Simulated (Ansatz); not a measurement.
Ideal-gas functions of ClFHNbO2, SMILES `[O]=[Nb]([OH])([F])[Cl]` at 500 K and 1 bar, from an Ansatz frequency run at PBE0-D4/def2-TZVP.

Molar mass 180.36 g/mol, point group C1 (symmetry number 1), electronic degeneracy 1, moments of inertia 152.158, 260.512, 283.751 u Å². Harmonic wavenumbers (cm⁻¹, unscaled): 138, 165, 191, 236, 255, 410, 451, 556, 702, 759, 1059, 3907.

Use S(trans) = R[1.5 ln M + 2.5 ln T − 1.1517]; rotational temperatures θ = 24.2544 K / I; S(rot) = R[ln(√π/σ · √(T³/θAθBθC)) + 1.5]; for each mode x = 1.438777 ν̃/T, S = R[x/(eˣ − 1) − ln(1 − e⁻ˣ)] and H = RT x/(eˣ − 1); 1 cm⁻¹ = 0.0119627 kJ/mol; R = 8.31446 J/(mol·K).

Problem. By hand: the entropy, in J/(mol·K).

Solution. Translation 184.4. Rotation: θ = 0.1594, 0.0931, 0.0855 K, giving 122.5. Vibration, mode by mode: 16.05, 14.59, 13.39, 11.69, 11.07, 7.41, 6.71, 5.24, 3.75, 3.30, 1.67, 0.00, in all 94.9. Electronic 0.0. Sum 401.8 J/(mol·K).

Problem. By hand: H − E and G − E in kJ/mol, counted from the electronic energy.

Solution. Zero-point energy ½ × 8829 × 0.0119627 = 52.8; thermal vibration 24.4; translation, rotation and pV give 4 RT = 16.6. H − E = 93.8 kJ/mol, and G − E = 93.8 − 500 × 401.8/1000 = -107.1 kJ/mol.

Vibration gives 24 % of the entropy, 16.0 J/(mol·K) of it from the mode under 150 cm⁻¹: soft modes count most, and the harmonic formula is weakest for them. The sum counts one conformer and one mirror image; others add a mixing term.
